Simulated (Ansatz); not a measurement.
`CN([SiH3])[SiH](O)O` + `N[Si](F)(F)F` → `O[SiH](O)N[Si](F)(F)F` + `CN[SiH3]`  (ligand exchange at the Si–N bond)

Isolated molecules relaxed with PBE0-D4/def2-TZVP in Ansatz; ΔE leaves out vibrations. CCSD(T)/CBS adds triple-zeta CCSD(T) − MP2 to the extrapolated MP2 energy (def2 sets, frozen cores). This one scheme is used for every species. Each species was taken in one conformer, which may not be the lowest.

| species | CCSD(T)/CBS(def2) energy (Eh) |
| --- | --- |
| `CN([SiH3])[SiH](O)O` | -826.82735 |
| `N[Si](F)(F)F` | -644.62042 |
| `O[SiH](O)N[Si](F)(F)F` | -1085.39996 |
| `CN[SiH3]` | -386.04948 |

(1) Work out ΔE.

Largest T1 diagnostic among the species: 0.012.

## Answers

(1) ΔE = (-1085.39996) + (-386.04948) − (-826.82735) − (-644.62042) = -0.00167 Eh = -0.05 eV.

In def2-TZVPP, CCSD(T) changes the Hartree–Fock value by +0.11 eV (the triples alone add +0.02 eV) and MP2 by +0.12 eV. The D4 term adds +0.03 eV with B3LYP and +0.02 eV with PBE0; it sums over pairs of atoms, weighted by their polarisabilities, and B3LYP, whose exchange is more repulsive, gets the larger term.

B3LYP here is the variant with VWN-RPA as its local correlation; programs differ in this.
